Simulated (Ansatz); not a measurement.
`C[CH2][In]([F])[F]` + `B1N[SiH2]1` → `CN1B[SiH2]1` + `[CH3][In]([F])[F]`  (substitution at a C–C bond)

Calculated with Ansatz (gas phase, PBE0-D4/def2-TZVP geometries, no zero-point term in ΔE). CCSD(T)/CBS is the MP2 limit (def2-TZVPP, def2-QZVPP) plus CCSD(T) − MP2 in def2-TZVPP, frozen cores. Elements past krypton have def2 core potentials. For In outer-core shells are correlated without core-valence functions, which leaves a few kJ/mol of doubt a bond. One conformer a species, not always the lowest.

`C[CH2][In]([F])[F]`:

```xyz
10

C     0.827   -0.762    0.849
C    -0.013   -0.636   -0.412
In   -0.916    1.284   -0.669
F    -0.707    2.790    0.550
F    -2.078    1.896   -2.103
H     1.653   -0.050    0.866
H     1.258   -1.766    0.916
H     0.238   -0.598    1.753
H    -0.837   -1.352   -0.431
H     0.575   -0.806   -1.317
```

`B1N[SiH2]1`:

```xyz
7

B     0.187    0.381   -1.064
N     0.809    0.306    0.162
Si   -0.761   -0.443    0.399
H     0.457    0.802   -2.142
H     1.693    0.576    0.565
H    -1.661    0.267    1.344
H    -0.724   -1.889    0.736
```

`CN1B[SiH2]1`:

```xyz
10

C     0.356    0.283   -1.380
N     0.163    0.010    0.019
B     0.912   -0.138    1.162
Si   -0.999   -0.321    1.298
H    -0.171    1.197   -1.667
H    -0.041   -0.535   -1.987
H     1.418    0.404   -1.604
H     2.068   -0.093    1.436
H    -1.952    0.786    1.580
H    -1.755   -1.592    1.143
```

`[CH3][In]([F])[F]`:

Cartesian coordinates in Å:
```
C -0.300 1.043 -0.069
In 0.279 -0.988 0.064
F 1.473 -1.775 1.379
F -0.281 -2.434 -1.107
H -1.111 1.139 -0.788
H -0.619 1.385 0.914
H 0.559 1.630 -0.394
```

| species | CCSD(T)/CBS(def2) energy (Eh) |
| --- | --- |
| `C[CH2][In]([F])[F]` | -468.57870 |
| `B1N[SiH2]1` | -370.97252 |
| `CN1B[SiH2]1` | -410.22579 |
| `[CH3][In]([F])[F]` | -429.32218 |

Task: Work out ΔE.

Result: ΔE = (-410.22579) + (-429.32218) − (-468.57870) − (-370.97252) = 0.00325 Eh = +2.0 kcal/mol.

Largest T1 diagnostic among the species: 0.016.

Leaving LDA and LC-ωPBE aside and taking each functional with its dispersion term where it has one, the values, not all of them listed here, spread over 1.0 kcal/mol, from BLYP-D4 to ωB97M-V. At CCSD(T), def2-SVP lies −1.1 kcal/mol from the extrapolated value and def2-TZVPP −0.7 kcal/mol.
